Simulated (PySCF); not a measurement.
## Correlation energy of Sc⁺ (scandium, charge +1)

[Ar] 4s1 4p1, high-spin 3P determinant (an excited configuration). All numbers are calculated (PySCF 2.14, the non-relativistic Hamiltonian (point nucleus), in aug-cc-pVDZ). Frozen: [Ar]; 2 electrons correlated.

With two correlated electrons CCSD is exact within the correlated space (frozen core and kept virtual orbitals).

| level | correlation energy (mhartree) |
| --- | --- |
| CCSD | -0.08 |

Diagnostics: T1 = 0.023, D1 = 0.0406, largest double amplitude 0.235.

A double-excitation amplitude exceeds 0.15, a sign of near-degeneracy.

Cost of the coupled-cluster step: roughly 1.2 core-seconds, for 2 correlated electrons.
